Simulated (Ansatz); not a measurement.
Consider the silylene loss: `N[SiH]([SiH3])O[SiH3]` → `N[SiH2]O[SiH3]` + `[SiH2]`.

Isolated molecules relaxed with PBE0-D4/def2-TZVP in Ansatz; ΔE leaves out vibrations. CBS: MP2 limit from def2 TZ/QZ plus the TZ coupled-cluster correction, frozen cores. This one scheme is used for every species. Functionals use def2-TZVPP. Each species was taken in one conformer, which may not be the lowest.

```
             level  ΔE (eV)
            PBE-D4     2.56
         r2SCAN-D4     2.63
           PBE0-D4     2.60
           ωB97M-V     2.30
            B2PLYP     2.29
   CCSD/def2-TZVPP     2.23
     HF/def2-QZVPP     2.04
SCS-MP2/def2-QZVPP     2.35
```

Q: What does CCSD(T)/CBS give? (An estimate is asked.)

A: Ansatz gave: +2.37 eV. The listed levels differ from it by 0.19, 0.26, 0.23, -0.07, -0.08, -0.14, -0.33, -0.02 eV.

Largest T1 diagnostic among the species: 0.014.

The D4 term adds +0.18 eV with B3LYP and +0.10 eV with PBE0; it sums over pairs of atoms, weighted by their polarisabilities, and B3LYP, whose exchange is more repulsive, gets the larger term. In def2-TZVPP, CCSD(T) changes the Hartree–Fock value by +0.25 eV (the triples alone add +0.06 eV) and MP2 by +0.39 eV. From PBE to PBE0 (25 % exact exchange), in def2-TZVPP and without D4, ΔE moves by +0.05 eV.

B3LYP here is the variant with VWN-RPA as its local correlation; programs differ in this.
